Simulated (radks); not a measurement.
Species: Te II. Configuration: [Kr] 4d10 5s2 5p3. All-electron calculation, scalar-relativistic Kohn-Sham, BLYP, spin-polarised, spherical densities, finite nucleus; open shells are filled with parallel spins first (spin-orbit coupling, left out, can overturn this in heavy ions); Fermi nuclear charge, rms radius 4.7423 fm. Program: a radial shooting solver on a logarithmic mesh with Libxc functionals.

Normalised radial functions P(r) = r R(r), r in bohr:

r,4d up,5s up,5p down
0.002285,0.0000,0.0441,0.0015
0.002639,0.0000,0.0494,0.0020
0.003048,0.0001,0.0551,0.0025
0.00352,0.0001,0.0613,0.0033
0.004065,0.0001,0.0678,0.0042
0.004695,0.0002,0.0746,0.0054
0.005422,0.0003,0.0816,0.0069
0.006262,0.0005,0.0886,0.0088
0.007232,0.0007,0.0953,0.0113
0.008352,0.0010,0.1015,0.0144
0.009646,0.0015,0.1065,0.0183
0.01114,0.0023,0.1100,0.0231
0.01287,0.0033,0.1113,0.0290
0.01486,0.0049,0.1097,0.0362
0.01716,0.0072,0.1042,0.0449
0.01982,0.0106,0.0941,0.0551
0.02289,0.0153,0.0785,0.0668
0.02643,0.0221,0.0569,0.0800
0.03052,0.0316,0.0291,0.0943
0.03525,0.0447,-0.0046,0.1090
0.04071,0.0627,-0.0430,0.1231
0.04702,0.0867,-0.0836,0.1350
0.0543,0.1183,-0.1230,0.1428
0.06271,0.1586,-0.1561,0.1440
0.07242,0.2087,-0.1771,0.1360
0.08364,0.2687,-0.1798,0.1162
0.0966,0.3372,-0.1588,0.0829
0.1116,0.4109,-0.1112,0.0360
0.1288,0.4839,-0.0385,-0.0222
0.1488,0.5470,0.0518,-0.0862
0.1718,0.5884,0.1460,-0.1473
0.1984,0.5944,0.2248,-0.1941
0.2292,0.5511,0.2669,-0.2142
0.2647,0.4480,0.2542,-0.1972
0.3057,0.2807,0.1783,-0.1384
0.353,0.0550,0.0461,-0.0416
0.4077,-0.2122,-0.1184,0.0791
0.4708,-0.4931,-0.2766,0.2005
0.5438,-0.7534,-0.3849,0.2945
0.628,-0.9585,-0.4064,0.3348
0.7253,-1.0802,-0.3227,0.3041
0.8376,-1.1062,-0.1424,0.2001
0.9673,-1.0433,0.1012,0.0370
1.117,-0.9128,0.3605,-0.1593
1.29,-0.7435,0.5875,-0.3572
1.49,-0.5643,0.7448,-0.5271
1.721,-0.3984,0.8128,-0.6461
1.987,-0.2603,0.7908,-0.7023
2.295,-0.1559,0.6944,-0.6952
2.651,-0.0847,0.5519,-0.6345
3.061,-0.0412,0.3964,-0.5365
3.535,-0.0177,0.2559,-0.4201
4.083,-0.0066,0.1472,-0.3029
4.715,-0.0021,0.0746,-0.1991
5.445,-0.0005,0.0328,-0.1178
6.289,-0.0001,0.0123,-0.0619
7.263,0.0000,0.0039,-0.0286
8.388,0.0000,0.0010,-0.0113

4d up: eigenvalue -50.363 eV, 1 radial node at r = 0.364 bohr, <r> = 0.974 bohr, 90 % of the charge inside 1.50 bohr. 5s up: eigenvalue -23.965 eV, 4 radial nodes at r = 0.0346, 0.137, 0.368, 0.914 bohr, <r> = 2.03 bohr, 90 % of the charge inside 2.96 bohr. 5p down (empty): eigenvalue -12.442 eV, 3 radial nodes at r = 0.122, 0.372, 0.995 bohr, <r> = 2.52 bohr, 90 % of the charge inside 3.78 bohr.
